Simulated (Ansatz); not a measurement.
C4H6BF can be A, `B/C=C(\F)C=C`, or B, `C=C=C(F)BC`.

Computed with Ansatz on PBE0-D4/def2-TZVP structures; ΔE is electronic, products minus reactants. CBS: MP2 limit from def2 TZ/QZ plus the TZ coupled-cluster correction, frozen cores. Functionals use def2-TZVPP. B3LYP here is the variant with VWN-RPA as its local correlation; programs differ in this. Each species was taken in one conformer, which may not be the lowest.

A:

Z-matrix (Å, degrees):
```
B
C 1 1.523
H 1 1.194 2 120.8
H 1 1.196 2 119.8 3 180.0
C 2 1.348 1 124.7 3 -0.0
H 2 1.086 1 121.5 3 180.0
C 5 1.448 2 125.9 1 -180.0
F 5 1.331 2 120.4 1 -0.0
C 7 1.331 5 123.8 2 180.0
H 7 1.084 5 115.2 2 -0.0
H 9 1.083 7 121.0 5 -180.0
H 9 1.083 7 121.3 5 -0.0
```

B:

```xyz
12

C     2.0471    0.7043    1.8475
C     0.9308    0.6061    1.1983
C    -0.1719    0.4600    0.4949
F    -1.2686    1.1747    0.8610
B    -0.2531   -0.4859   -0.7122
C    -1.5446   -0.6675   -1.5574
H     2.7948    1.4417    1.5711
H     2.2665    0.0559    2.6905
H     0.7510   -1.0818   -0.9777
H    -1.8043   -1.7307   -1.6230
H    -1.3371   -0.3675   -2.5929
H    -2.4103   -0.1093   -1.2001
```

Task: Which isomer does CCSD(T)/CBS put lower? Give the gap. (An estimate is asked.)

Result: Computed: A, by 34.3 kJ/mol.

Task: Give E(B) − E(A) in kJ/mol with r2SCAN-D4, PBE0-D4, HF/def2-TZVPP, PBE-D4, B3LYP, ωB97M-V, CCSD(T)/def2-TZVPP. (Best estimate.)

Result: Ansatz gave: r2SCAN-D4 28.8, PBE0-D4 28.9, HF/def2-TZVPP 46.3, PBE-D4 23.0, B3LYP 27.6, ωB97M-V 27.0, CCSD(T)/def2-TZVPP 35.4. None reverses the order clearly.

Largest T1 diagnostic: 0.013.

In def2-TZVPP, CCSD(T) changes the Hartree–Fock value by −10.9 kJ/mol (the triples alone add +0.6 kJ/mol) and MP2 by −6.7 kJ/mol. From PBE to PBE0 (25 % exact exchange), in def2-TZVPP and without D4, E(B) − E(A) moves by +6.2 kJ/mol.
